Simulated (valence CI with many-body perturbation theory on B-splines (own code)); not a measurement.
Zr: calculated level list

Calculated by valence CI with perturbative core correlation (CI+MBPT): four valence electrons over a frozen Dirac-Fock core [Kr], radial functions for each j: 7 s, 7 p, 8 d, 6 f, 4 g, 1 h, with the one-electron correlation potential Σ1 (screened to all orders), the two-electron term Σ2, the three-electron term Σ3, Breit, model QED; selected single and double excitations, second order for the rest, scaled by the run's own slope (own B-spline code, finite nucleus).

Against 57 measured levels this calculation errs by 267 cm⁻¹ on average and by 575 at most. These come from a selection out of the NIST Handbook of Basic Atomic Spectroscopic Data. Levels without a partner in it may be off by more, other configurations by 1,000 to 4,000 cm⁻¹. Among the levels kept, up to 710 cm⁻¹ of a level comes from second order outside the variational space, and about a tenth of that is noise between levels of different J, which matters for small intervals. 5 measured levels below the end of the list, from 13142 cm⁻¹ on, found no clear computed partner, and computed levels of the same name lie up to 8006 cm⁻¹ from them.

Levels 181 to 215 of 215, with energies above the lowest level, 4d²5s² ³F_2. "Leading %" is the weight of the configuration and term that name the level; weights of strongly mixed levels are sums over their largest components and can fall short. Lifetimes count E1, E2, E3, M1 and M2 decay at the calculated energies, and are blank where another channel may lead or the interval is too uncertain; long ones can be off by a factor of two.

```
No.  Configuration  Term  J  E (eV)  Leading %  Second component  Lifetime
181          4d³5p   ⁵D°  3   4.179         90                     8.93 ns
182        4d²5s5p   ³D°  2   4.183         24  20 % 4d5s²5p ³D°   3.21 ns
183          4d³5p   ¹G°  4   4.192         50  39 % 4d²5s5p ¹G°   8.92 ns
184          4d³5p   ⁵D°  4   4.224         91                     8.69 ns
185        4d²5s5p   ³D°  3   4.241         25  21 % 4d5s²5p ³D°   3.13 ns
186          4d³5p   ⁵P°  1   4.251         85                     7.21 ns
187          4d³5p   ³H°  4   4.270         63  30 % 4d²5s5p ³H°   14.2 ns
188          4d³5p   ⁵P°  2   4.275         84     4 % 4d³5p ³P°   7.31 ns
189          4d³5p   ³H°  5   4.297         54  25 % 4d²5s5p ³H°   14.7 ns
190          4d³5p   ⁵P°  3   4.310         87                     6.86 ns
191        4d²5s6s    ⁵F  1   4.314         92                     9.81 ns
192          4d³5p   ³P°  0   4.314         83                     10.6 ns
193        4d²5s6s    ⁵F  2   4.335         90                     9.96 ns
194          4d³5p   ¹D°  2   4.337         26  17 % 4d5s²5p ¹D°   5.37 ns
195          4d³5p   ³P°  1   4.339         78     4 % 4d³5p ⁵P°   10.3 ns
196          4d³5p   ³H°  6   4.347         52  23 % 4d²5s5p ³H°   14.5 ns
197        4d²5s6s    ⁵F  3   4.368         88                     10.1 ns
198          4d³5p   ³P°  2   4.376         59     4 % 4d³5p ¹D°   8.13 ns
199        4d²5s5p   ³F°  2   4.394         34    11 % 4d³5p ³F°   4.79 ns
200          4d³5p   ³I°  5   4.406         78    11 % 4d³5p ³H°   16.5 ns
201        4d²5s6s    ⁵F  4   4.414         88                     10.1 ns
202        4d²5s6s    ³F  2   4.416         39       36 % 4d⁴ ³F   52.3 ns
203        4d²5s5p   ³F°  3   4.431         37    13 % 4d³5p ³F°   4.73 ns
204          4d³5p   ¹G°  4   4.435         44    23 % 4d³5p ³H°   6.47 ns
205            4d⁴    ³F  3   4.443         35   31 % 4d²5s6s ³F   54.8 ns
206          4d³5p   ⁵S°  2   4.448         85                     6.65 ns
207          4d³5p   ³I°  6   4.454         74    13 % 4d³5p ³H°   16.2 ns
208            4d⁴    ³F  4   4.470         52   18 % 4d²5s6s ³F   93.1 ns
209        4d²5s5p   ³D°  1   4.472         34    28 % 4d³5p ³D°   4.25 ns
210        4d²5s6s    ⁵F  5   4.476         92                     9.83 ns
211          4d³5p   ³I°  7   4.485         93                     16.8 ns
212          4d³5p   ³D°  3   4.485         26  23 % 4d²5s5p ³D°   4.35 ns
213          4d³5p   ³H°  4   4.490         28  15 % 4d²5s5p ³F°   5.88 ns
214          4d³5p   ³D°  2   4.491         32  32 % 4d²5s5p ³D°   4.28 ns
215          4d³5p   ³H°  5   4.496         86     5 % 4d³5p ³G°   9.80 ns
```

Names give the largest LS component (configuration and term), which can be under half, so a name can repeat, a term be missing and a line seem to break the LS rules; names also repeat where a configuration has a term twice.

Where two levels of one J and parity lie close, their mixing, g and order are uncertain.
